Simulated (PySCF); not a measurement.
Correlation energy of Se³⁰⁺ (selenium, charge +30)

[He] 2s2, closed-shell 1S. Computed with PySCF 2.14 in an even-tempered Gaussian basis (19 s from 9.9 bohr⁻², ratio 2.2; 8 p from 15 bohr⁻², ratio 2.4; 5 d from 46 bohr⁻², ratio 2.4; 5 f from 69 bohr⁻², ratio 2.4; 4 g from 100 bohr⁻², ratio 2.4), with the spin-free X2C one-electron Hamiltonian (Gaussian nucleus). Frozen: nothing; 4 electrons correlated; the 9 highest virtual orbitals of each spin left out.

MP2 pair energies summed by pair of shells (mhartree):

```
 pair   energy  share (%)
2s-2s  -191.18       75.4
1s-1s   -45.40       17.9
1s-2s   -17.03        6.7
```

Total MP2 correlation energy: -253.61 mhartree.

MP2 falls well short for the outer s pair, which is nearly degenerate with np².

At this charge the one-electron X2C treatment keeps the bare 1/r₁₂, with no two-electron picture change or Breit term. That inflates the 1s pair energies well beyond their four-component values; and a scalar Hamiltonian misses the large spin-orbit splitting of the p shells, which matters for ns² → np² pairs.
